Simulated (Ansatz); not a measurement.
The first iterations of a band of CH7NOSi (11 atoms, charge 0, multiplicity 1).

Level of theory: RKS PBE0/def2-mTZVP (Ansatz).

```json
{
 "movable images": "7",
 "climbing image": "yes",
 "spring": "5.0 eV/Å²",
 "optimiser": "quadratic models (default)",
 "start path": "through a guess of the saddle point",
 "force threshold": "0.05 eV/Å",
 "iteration limit": "60",
 "end points": "relaxed"
}
```

First end point:

```xyz
11
Properties=species:S:1:pos:R:3
C -1.135 0.887 0.240
Si -0.010 -0.600 0.128
N 1.609 -0.005 0.147
O -0.246 -1.508 -1.240
H -2.177 0.587 0.111
H -1.055 1.382 1.212
H -0.906 1.627 -0.533
H -0.327 -1.575 1.207
H 2.395 -0.630 0.253
H 1.816 0.900 0.544
H 0.101 -1.121 -2.050
```

Last end point:

```xyz
11
Properties=species:S:1:pos:R:3
C -1.208 0.909 0.317
Si -0.008 -0.487 0.050
N 1.611 0.015 0.337
O -0.329 -0.990 -1.504
H -2.231 0.595 0.100
H -1.170 1.267 1.348
H -0.981 1.754 -0.340
H -0.204 -1.618 1.000
H 2.301 -0.615 0.717
H 2.041 0.789 -0.146
H 0.243 -1.676 -1.858
```

| iteration | highest image above the first end (eV) | largest band force component (eV/Å) |
| --- | --- | --- |
| 1 | 4.156 | 30.419 |
| 2 | 0.302 | 2.117 |
| 3 | 0.126 | 0.938 |

Does the band converge within its limit, and where does its top end?

The run converged. It ended after 11 iterations with the highest image 0.027 eV above the first end. A vibrational analysis at the climbing image gives one clearly imaginary mode, 202i cm⁻¹: a first-order saddle point.

Run time: 3.3 min on 2 threads of Arm Neoverse V1 (shared host), peak memory 0.21 GiB.
